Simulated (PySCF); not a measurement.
C3H5BF2. Atoms are numbered in the order given.

```xyz
11

F      1.2019     1.3939     0.7626
B      0.6539     0.5245    -0.0801
C     -0.0842     0.7219    -1.4643
C     -1.0906    -0.2978    -0.8271
C     -0.0167    -0.8915     0.1531
F     -0.4398    -1.3159     1.3959
H     -0.4714     1.7213    -1.7395
H      0.4364     0.2842    -2.3394
H     -1.5773    -1.0217    -1.5118
H     -1.8770     0.2204    -0.2413
H      0.5109    -1.7257    -0.3644
```
Charge 0, spin multiplicity 1.

Geometry: PBE-D3(BJ)/def2-SVP. The structure was generated by enumeration; whether it is a known compound was not checked.

These are PBE-D3(BJ)/def2-SVP (PySCF 2.14.0) values and carry that method's errors.

Frequencies are harmonic and unscaled.

```
mode  ν (cm⁻¹)  IR (km/mol)  Raman (Å⁴/amu)  depolarisation  moving atoms (share of kinetic energy)
----  --------  -----------  --------------  --------------  --------------------------------------
1           92          2.5             0.2            0.31                  C 34 %, F 33 %, H 26 %
2          162          2.7             0.1            0.75                  F 70 %, C 16 %, H 10 %
3          297          1.9             1.1            0.65          F 32 %, H 27 %, C 27 %, B 13 %
4          379          1.9             0.7            0.73                  F 33 %, C 33 %, H 31 %
5          510          6.2             0.7            0.36          C 47 %, H 27 %, F 16 %, B 11 %
6          592          4.1             2.4            0.72          C 32 %, B 25 %, F 23 %, H 20 %
7          684         14.8             8.3            0.09          H 33 %, F 25 %, C 23 %, B 19 %
8          712          2.8             2.8            0.10                  H 57 %, C 25 %, F 13 %
9          861         10.9             3.1            0.50                  H 66 %, C 19 %, B 12 %
10         872         19.1             4.8            0.46                   C 75 %, H 15 %, B 8 %
11         883         50.5             2.8            0.55                  H 54 %, C 28 %, B 13 %
12         945          0.3             6.5            0.38                          H 50 %, C 45 %
13        1012         76.7             4.5            0.15                  B 39 %, H 33 %, C 26 %
14        1068          1.5             4.0            0.49                          H 54 %, C 45 %
15        1116         49.4             4.5            0.59                  C 43 %, H 34 %, F 21 %
16        1146         11.0             4.5            0.72                          H 63 %, C 32 %
17        1170         14.1             5.6            0.68                          H 83 %, C 16 %
18        1212          3.3             6.5            0.74                   H 64 %, C 25 %, B 8 %
19        1317         37.1             8.5            0.75                  H 54 %, C 26 %, B 15 %
20        1349          8.6            12.6            0.60                          H 84 %, C 12 %
21        1399         56.0            10.2            0.64                          H 79 %, B 11 %
22        1446        253.8             2.6            0.65          B 50 %, H 23 %, C 16 %, F 12 %
23        2965         16.1            96.7            0.32                                  H 92 %
24        2991         15.3           142.9            0.13                                  H 95 %
25        3019          2.4           137.9            0.12                                  H 94 %
26        3058          8.8            88.8            0.67                          H 90 %, C 10 %
27        3085          4.6            81.4            0.67                          H 90 %, C 10 %
```
